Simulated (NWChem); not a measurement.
System: C2H4O2Si; SMILES C1[SiH2]C(O1)=O

Here is an NWChem input.

```
start job
memory heap 200 mb stack 900 mb global 1100 mb
geometry units angstroms noautoz
  O      0.524154    -2.001997     0.000000
  C      0.154398    -0.874429     0.000000
  O     -1.162057    -0.494088     0.000000
  C     -1.136757     0.952970     0.000000
  Si     0.770725     0.970803     0.000000
  H     -1.645258     1.339363    -0.896183
  H     -1.645258     1.339363     0.896183
  H      1.461650     1.463943     1.224941
  H      1.461650     1.463943    -1.224941
end
basis spherical
  * library def2-tzvp
end
dft
  xc xpbe96 cpbe96
  iterations 150
  semidirect filesize 400000000
  mulliken
end
task dft energy
```

Excerpt of the output:

```
             Northwest Computational Chemistry Package (NWChem) 7.3.0
             --------------------------------------------------------

 CS  symmetry detected

                             Geometry "geometry" -> ""
                             -------------------------

 Output coordinates in angstroms (scale by  1.889725989 to convert to a.u.)

  No.       Tag          Charge          X              Y              Z
 ---- ---------------- ---------- -------------- -------------- --------------
    1 O                    8.0000     0.48189577    -2.00940762     0.00000000
    2 C                    6.0000     0.14309947    -0.87215383     0.00000000
    3 O                    8.0000    -1.16246718    -0.45597028     0.00000000
    4 C                    6.0000    -1.09762199     0.98985545     0.00000000
    5 Si                  14.0000     0.80963472     0.95554167     0.00000000
    6 H                    1.0000    -1.59537112     1.39000371    -0.89618300
    7 H                    1.0000    -1.59537112     1.39000371     0.89618300
    8 H                    1.0000     1.51378130     1.42961130     1.22494100
    9 H                    1.0000     1.51378130     1.42961130    -1.22494100

 Effective nuclear repulsion energy (a.u.)     218.6853543064

      Symmetry information
      --------------------

 Group name             Cs
 Group number              2
 Group order               2
 No. of unique centers     7

  pbe96 is a nonlocal functional; adding pw91lda local functional.

                                 NWChem DFT Module
                                 -----------------

 Summary of "ao basis" -> "ao basis" (spherical)
 ------------------------------------------------------------------------------
       Tag                 Description            Shells   Functions and Types
 ---------------- ------------------------------  ------  ---------------------
 O                         def2-tzvp                11       31   5s3p2d1f
 C                         def2-tzvp                11       31   5s3p2d1f
 Si                        def2-tzvp                13       37   5s5p2d1f
 H                         def2-tzvp                 4        6   3s1p

      Symmetry analysis of basis
      --------------------------

        a'        121
        a"         64

            General Information
            -------------------
          SCF calculation type: DFT
          Wavefunction type:  closed shell.
          No. of atoms     :     9
          No. of electrons :    46
           Alpha electrons :    23
            Beta electrons :    23
          Charge           :     0
          Spin multiplicity:     1
          Use of symmetry is: on ; symmetry adaption is: on
          Maximum number of iterations: 150
          AO basis - number of functions:   185
                     number of shells:    73
          Convergence on energy requested:  1.00D-06
          Convergence on density requested:  1.00D-05
          Convergence on gradient requested:  5.00D-04

              XC Information
              --------------
          PerdewBurkeErnzerhof Exchange Functional  1.000
            Perdew 1991 LDA Correlation Functional  1.000 local
           PerdewBurkeErnz. Correlation Functional  1.000 non-local

             Grid Information
             ----------------
          Grid used for XC integration:  medium
          Radial quadrature: Mura-Knowles
          Angular quadrature: Lebedev.
          Tag              B.-S. Rad. Rad. Pts. Rad. Cut. Ang. Pts.
          ---              ---------- --------- --------- ---------
          O                   0.60       49          11.0       434
          C                   0.70       49          10.0       434
          Si                  1.10       88           9.0       590
          H                   0.35       45          11.0       434
          Grid pruning is: on
          Number of quadrature shells:   374
          Spatial weights used:  Erf1

      Superposition of Atomic Density Guess
      -------------------------------------

 Sum of atomic energies:        -515.74591820

      Non-variational initial energy
      ------------------------------

 Total energy =    -518.010803
 1-e energy   =   -1144.513589
 2-e energy   =     407.817431
 HOMO         =      -0.322150
 LUMO         =      -0.011032

      Symmetry analysis of molecular orbitals - initial
      -------------------------------------------------

  Numbering of irreducible representations:

     1 a'          2 a"

  Orbital symmetries:

     1 a'          2 a'          3 a'          4 a'          5 a'
     6 a'          7 a'          8 a"          9 a'         10 a'
    11 a'         12 a'         13 a'         14 a'         15 a"
    16 a'         17 a'         18 a"         19 a'         20 a"
    21 a"         22 a'         23 a'         24 a"         25 a'
    26 a'         27 a'         28 a'         29 a'         30 a"
    31 a'         32 a"         33 a"

------------------------------------------------------------
EAF file 0: "./job.aoints.0" size=372244480 bytes
------------------------------------------------------------
               write      read    awrite     aread      wait
               -----      ----    ------     -----      ----
     calls:      710         0         0         0         0
   data(b): 3.72e+08  0.00e+00  0.00e+00  0.00e+00
   time(s): 0.00e+00  0.00e+00  0.00e+00  0.00e+00  0.00e+00
rate(mb/s): 0.00e+00  0.00e+00
------------------------------------------------------------

     ---------------------------------------------
      Total Density - Mulliken Population Analysis
     ---------------------------------------------

[...]
```

Level: PBE/def2-TZVP. Structure relaxed at the PBE0/def2-SVP level.
